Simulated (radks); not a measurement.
The numbers below are computed, except where a source is named.
Task: Orbital eigenvalues (eV) of neutral holmium, [Xe] 4f11 6s2, of relativity; Dirac values are averaged over j with weights 2j + 1. Spin-unpolarised spherical Kohn-Sham, PBEsol, point nucleus unless stated (finite: rms radius 5.2022 fm), a radial shooting solver on a logarithmic mesh with Libxc functionals. A level marked "c x" has the speed of light scaled by that factor and shares open shells by 2j + 1; other Dirac levels either fill j = l - 1/2 first or share by 2j + 1.

| shell | non-rel. |
|---|---|
| 3s | -1845.3 |
| 3p | -1672.0 |
| 3d | -1348.6 |
| 4s | -353.90 |
| 4p | -284.79 |
| 4d | -160.73 |
| 5s | -42.968 |
| 5p | -24.919 |
| 4f | -7.2402 |
| 6s | -3.5316 |
| 5d (empty) | -1.7829 |
| 6p (empty) | -1.3160 |

Give the values at the level "Dirac, c x 1.25".

Result: 
shell       Dirac, c x 1.25  change of magnitude (%)
3s                  -1980.8                    +7.34
3p                  -1722.6                    +3.03
3d                  -1341.1                    -0.56
4s                  -386.71                    +9.27
4p                  -296.53                    +4.12
4d                  -159.45                    -0.80
5s                  -47.290                   +10.06
5p                  -25.584                    +2.67
4f                  -4.5767                   -36.79
6s                  -3.6874                    +4.41
5d (empty)          -1.3110                   -26.47
6p (empty)          -1.2065                    -8.32
